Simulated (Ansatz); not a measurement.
Calculation: frozen-core CCSD(T)/cc-pVTZ // ωB97X-D3(BJ)/def2-TZVP (Ansatz, an electronic-structure program). The geometry is that of the parent before the electron was removed.

Ansatz 0.2 input:
```yaml
crystal:
  periodic: [false, false, false]
  atoms:
    - { symbol: Si, position_ang: [2.159235, -0.744237, -0.307011] }
    - { symbol: Ga, position_ang: [0.172196, 0.476216, 0.231641] }
    - { symbol: Si, position_ang: [-2.190033, 0.155071, 0.021358] }
    - { symbol: Cl, position_ang: [0.634107, 2.385424, 1.148465] }
    - { symbol: H, position_ang: [1.854819, -2.078452, -0.884061] }
    - { symbol: H, position_ang: [2.972861, -0.928448, 0.920968] }
    - { symbol: H, position_ang: [2.951765, 0.031336, -1.294786] }
    - { symbol: H, position_ang: [-2.523558, -1.162133, -0.578193] }
    - { symbol: H, position_ang: [-2.750569, 1.226294, -0.840824] }
    - { symbol: H, position_ang: [-2.818973, 0.242421, 1.363345] }
basis:
  gaussian: { orbitals: cc-pVTZ }
correlation:
  method: ccsd_t
total_charge: 1
magnetization:
  spin_polarized: true
  initial_magnetization: 1
```

Output:

```
Functional definition: HF
1350 factors; integrals over basis functions are off by at most 7.3e-4 eV
mean field evaluation 1: about -80649.6196 eV, gradient 1.8e1 eV
mean field evaluation 2: about -80649.6242 eV, gradient 1.8e1 eV
mean field evaluation 4: about -80652.5774 eV, gradient 2.6e0 eV
mean field evaluation 8: about -80652.6811 eV, gradient 1.7e-1 eV
mean field evaluation 16: about -80652.0109 eV, gradient 1.0e1 eV
mean field evaluation 32: about -80649.9419 eV, gradient 5.3e0 eV
mean field evaluation 64: about -80648.2312 eV, gradient 3.4e-1 eV
mean field evaluation 96: about -80651.1343 eV, gradient 8.1e-4 eV
mean field evaluation 128: about -80650.7331 eV, gradient 2.4e-3 eV
mean field evaluation 160: about -80650.7331 eV, gradient 1.7e-2 eV
mean field -80652.68240176 eV, -2963.9314099132 hartree, gradient 1.8e-6 eV, S^2 0.795602; 8 other end points of the search recorded, 0 dependent functions left out
determinant -80652.68240176 eV, -2963.9314099132 hartree, with singles and doubles -80670.29510667 eV, -2964.5786648801 hartree
determinant -80651.13430021 eV, -2963.8745182304 hartree, with singles and doubles -80668.41755694 eV, -2964.5096662003 hartree
determinant -80650.73309329 eV, -2963.8597741479 hartree, with singles and doubles -80668.48234161 eV, -2964.5120469930 hartree
24 core orbitals not correlated
reference -80652.68240176 eV, -2963.9314099132 hartree; 17, 16 occupied and 188, 189 virtual orbitals, 1350 factors
second order -15.52394402 eV of doubles, -0.00000000 eV of singles
cycle   1  -17.35277806 eV  change   -8.3e-1 eV  update   2.8e-2
cycle   2  -17.37760722 eV  change   -2.5e-2 eV  update   7.8e-3
cycle   3  -17.37901619 eV  change   -1.4e-3 eV  update   4.8e-3
cycle   4  -17.38390705 eV  change   -4.9e-3 eV  update   2.8e-3
cycle   5  -17.38582142 eV  change   -1.9e-3 eV  update   2.2e-3
cycle   6  -17.38587525 eV  change   -5.4e-5 eV  update   8.5e-4
cycle   7  -17.38625589 eV  change   -3.8e-4 eV  update   4.3e-4
cycle   8  -17.38606420 eV  change    1.9e-4 eV  update   1.3e-4
cycle   9  -17.38602182 eV  change    4.2e-5 eV  update   6.0e-5
cycle  10  -17.38599551 eV  change    2.6e-5 eV  update   2.6e-5
perturbative correction -0.77953620 eV, -0.0286474270 hartree
Total energy: -80670.84793348 eV, -2964.5989808906 hartree
```

Cost: around 30 core-minutes (rough).
